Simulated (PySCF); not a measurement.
methyl chloride (CH₃Cl), singlet, at a GFN2-xTB geometry; DF-B3LYP/cc-pVQZ (PySCF).

PySCF was given this input:
```python
from pyscf import gto, scf, dft

mol = gto.Mole()
mol.atom = '''
    C    -0.001492    0.046936   -1.121829
    Cl    0.000870   -0.027357    0.653867
    H    -0.032176    1.090666   -1.418473
    H     0.905540   -0.427399   -1.483233
    H    -0.879195   -0.479816   -1.483053
'''
mol.basis = 'cc-pvqz'
mol.charge = 0
mol.spin = 0
mol.verbose = 4
mol.build()

mf = dft.RKS(mol)
mf.xc = 'b3lyp'
mf = mf.density_fit(auxbasis='def2-universal-jkfit')
mf.kernel()
```

What the program printed (banner, timings and long lists left out):

```
PySCF version 2.14.0

[INPUT] verbose = 4
[INPUT] num. atoms = 5
[INPUT] num. electrons = 26
[INPUT] charge = 0
[INPUT] spin (= nelec alpha-beta = 2S) = 0
[INPUT] symmetry False subgroup None
[INPUT] Mole.unit = angstrom
[INPUT] Symbol           X                Y                Z      unit          X                Y                Z       unit  Magmom
[INPUT]  1 C     -0.001492000000   0.046936000000  -1.121829000000 AA   -0.002819471378   0.088696185383  -2.119949568595 Bohr   0.0
[INPUT]  2 Cl     0.000870000000  -0.027357000000   0.653867000000 AA    0.001644061728  -0.051697237590   1.235629551891 Bohr   0.0
[INPUT]  3 H     -0.032176000000   1.090666000000  -1.418473000000 AA   -0.060803827784   2.061060033375  -2.680525485090 Bohr   0.0
[INPUT]  4 H      0.905540000000  -0.427399000000  -1.483233000000 AA    1.711222594839  -0.807667055913  -2.802904148917 Bohr   0.0
[INPUT]  5 H     -0.879195000000  -0.479816000000  -1.483053000000 AA   -1.661437760087  -0.906720830184  -2.802563998215 Bohr   0.0

nuclear repulsion = 51.4948529272994
number of shells = 58
number of NR pGTOs = 251
number of NR cGTOs = 204
basis = cc-pvqz
ecp = {}

******** <class 'pyscf.df.df_jk.DFRKS'> ********
method = DFRKS
initial guess = minao
damping factor = 0
level_shift factor = 0
DIIS = <class 'pyscf.scf.diis.CDIIS'>
diis_start_cycle = 1
diis_space = 8
diis_damp = 0
SCF conv_tol = 1e-09
SCF conv_tol_grad = None
SCF max_cycles = 50
direct_scf = False
XC library pyscf.dft.libxc version 7.1.2
    S. Lehtola, C. Steigemann, M. J. T. Oliveira, and M. A. L. Marques,  SoftwareX 7, 1–5 (2018)
XC functionals = b3lyp
    P. J. Stephens, F. J. Devlin, C. F. Chabalowski, and M. J. Frisch,  J. Phys. Chem. 98, 11623 (1994)
radial grids:
    Treutler-Ahlrichs [JCP 102, 346 (1995); DOI:10.1063/1.469408] (M4) radial grids

becke partition: Becke, JCP 88, 2547 (1988); DOI:10.1063/1.454033
pruning grids: <function nwchem_prune>
grids dens level: 3
symmetrized grids: False
atomic radii adjust function: <function treutler_atomic_radii_adjust>
small_rho_cutoff = 0
Set gradient conv threshold to 3.16228e-05
Initial guess from minao.
tot grids = 62424
******** <class 'pyscf.df.df.DF'> ********
auxbasis = def2-universal-jkfit
init E= -500.14411490556
  HOMO = -0.341921801565047  LUMO = -0.0430581410779247  gap/eV = 8.13249
cycle= 1 E= -500.161451095746  delta_E= -0.0173  |g|= 0.191  |ddm|= 1.57
  HOMO = -0.264147333716533  LUMO = 0.0153194720494554  gap/eV = 7.60468
cycle= 2 E= -500.165381642898  delta_E= -0.00393  |g|= 0.163  |ddm|= 0.344
  HOMO = -0.302503458766872  LUMO = 0.00511178325913519  gap/eV = 8.37064
cycle= 3 E= -500.171984481414  delta_E= -0.0066  |g|= 0.0204  |ddm|= 0.16
  HOMO = -0.300934331888762  LUMO = 0.00548178345781025  gap/eV = 8.33801
cycle= 4 E= -500.172029670652  delta_E= -4.52e-05  |g|= 0.00882  |ddm|= 0.0189
  HOMO = -0.301678121616272  LUMO = 0.00581555311654824  gap/eV = 8.36733
cycle= 5 E= -500.172045561896  delta_E= -1.59e-05  |g|= 0.00277  |ddm|= 0.00616
  HOMO = -0.30169518461946  LUMO = 0.00566743765938682  gap/eV = 8.36376
cycle= 6 E= -500.172047320144  delta_E= -1.76e-06  |g|= 0.000811  |ddm|= 0.00176
  HOMO = -0.301621905193957  LUMO = 0.00571492211219038  gap/eV = 8.36306
cycle= 7 E= -500.172047478329  delta_E= -1.58e-07  |g|= 3.59e-05  |ddm|= 0.000496
  HOMO = -0.301620421957721  LUMO = 0.00571520723869767  gap/eV = 8.36303
cycle= 8 E= -500.172047478597  delta_E= -2.69e-10  |g|= 8.51e-06  |ddm|= 2.49e-05
  HOMO = -0.30162248218312  LUMO = 0.00571538341680267  gap/eV = 8.36309
Extra cycle  E= -500.172047478593  delta_E= 4.32e-12  |g|= 9.69e-06  |ddm|= 1.25e-05
converged SCF energy = -500.172047478593
```
